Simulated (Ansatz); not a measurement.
Start from `BO[SiH2]B` and change one atom or group to get `BO[SiH2]S`.

Ansatz, PBE0-D4/def2-TZVP geometries, multiplicity 1. Each molecule was computed in one conformer, which needn't be the lowest.

```
                                        property  `BO[SiH2]B`
               HOMO energy (PBE/def2-TZVPP) / eV        -6.91
size of the dipole moment (B3LYP/def2-TZVPP) / D         1.21
              HOMO energy (PBE0/def2-TZVPP) / eV        -8.34
              LUMO energy (PBE0/def2-TZVPP) / eV        -2.66
             HOMO–LUMO gap (PBE/def2-TZVPP) / eV         3.20
  size of the dipole moment (PBE/def2-TZVPP) / D         1.27
```

(1) Give the same properties after the change, and the shifts. (Best estimate.)

Answers

(1) Computed: 
| property | `BO[SiH2]S` | shift |
| --- | --- | --- |
| HOMO energy (PBE/def2-TZVPP) / eV | -6.69 | 0.22 |
| size of the dipole moment (B3LYP/def2-TZVPP) / D | 0.85 | -0.36 |
| HOMO energy (PBE0/def2-TZVPP) / eV | -7.91 | 0.43 |
| LUMO energy (PBE0/def2-TZVPP) / eV | -0.77 | 1.89 |
| HOMO–LUMO gap (PBE/def2-TZVPP) / eV | 4.90 | 1.70 |
| size of the dipole moment (PBE/def2-TZVPP) / D | 0.94 | -0.33 |

With PBE0 the HOMO rises by 0.43 eV and the LUMO rises by 1.89 eV, so the gap widens by about 1.46 eV. PBE moves the HOMO by 0.22 eV and ωB97M-V by 0.49 eV. The zero-point energy changes by -25.1 kJ/mol with -3 modes. Dipoles are sizes alone; their direction can turn.

B3LYP here is the variant with VWN-RPA as its local correlation; programs differ in this.
